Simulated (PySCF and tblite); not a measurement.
The numbers below are computed, except where a source is named.
C4H10OSi2, numbered as in [CH2:1]=[CH:2][SiH2:3]/[CH:4]=[CH:5]\[O:6][SiH3:7].

Level: BP86-D3(BJ)/pcseg-1 (IEF-PCM, tetrahydrofuran)//GFN2-xTB, thermal terms from GFN2-xTB, symmetry numbers and mirror pairs counted. Conformers within 2.5 kcal/mol (GFN2-xTB free energy) were kept, 5 at most. GIAO shieldings: X3LYP/pcSseg-1 (IEF-PCM, tetrahydrofuran). Shifts are against TMS (¹H), TMS (¹³C), TMS (²⁹Si) at the same level; of two unlike H on one atom, a is the less shielded. Run with PySCF (density fitting) and tblite.

(1) What shifts does this protocol give at 298.15 K under fast conformational exchange?

(2) How do the conformers differ?

(3) Which signal moves most, for its nucleus, between 250 and 350 K through the change of populations alone?

Unscaled ²⁹Si shifts at such levels can be off by tens of ppm; differences between conformers or isomers are more reliable. Shifts are unscaled: against experiment ¹³C can be off by 15 ppm or more and ¹H by 0.8 ppm.

Results:

(1) ¹H: 7.33 (H5, 1H), 6.48 (H2, 1H), 6.41 (H1a, 1H), 6.16 (H1b, 1H), 4.90 (H7, 3H), 4.90 (H4, 1H), 4.48 (H3, 2H) ppm. ¹³C: 164.2 (C5), 142.1 (C1), 141.2 (C2), 103.8 (C4) ppm. ²⁹Si: -44.7 (Si7), -63.3 (Si3) ppm.

(2) Torsions listed: C1–C2–Si3–C4, C2–Si3–C4–C5, C4–C5–O6–Si7. Of a mirror pair one member is shown.
```json
{"conformer": "1", "shape": "2°, 66°, -172°", "weight %": "60.7"}
{"conformer": "2", "shape": "127°, 66°, 179°", "weight %": "31.4"}
{"conformer": "3", "shape": "23°, -171°, -176°", "weight %": "7.9"}
```

```
signal      1      2      3  average
   H1a   6.46   6.28   6.50     6.41
   H1b   6.17   6.13   6.21     6.16
    H2   6.37   6.69   6.54     6.48
    H3   4.48   4.42   4.70     4.48
    H4   4.84   4.99   4.97     4.90
    H5   7.39   7.24   7.23     7.33
    H7   4.86   4.96   4.93     4.90
    C1  142.5  141.3  142.5    142.1
    C2  139.5  144.0  142.5    141.2
    C4  102.6  106.3  103.3    103.8
    C5  164.5  163.5  164.5    164.2
   Si3  -64.8  -59.1  -68.3    -63.3
   Si7  -45.0  -44.5  -43.9    -44.7
```

(3) C2: 140.9 ppm at 250 K, 141.2 ppm at 298.15 K, 141.3 ppm at 350 K.


Conformer gaps in pcseg-1 on xTB geometries can be 2 kcal/mol off for S=O, P=O and other polar bonds.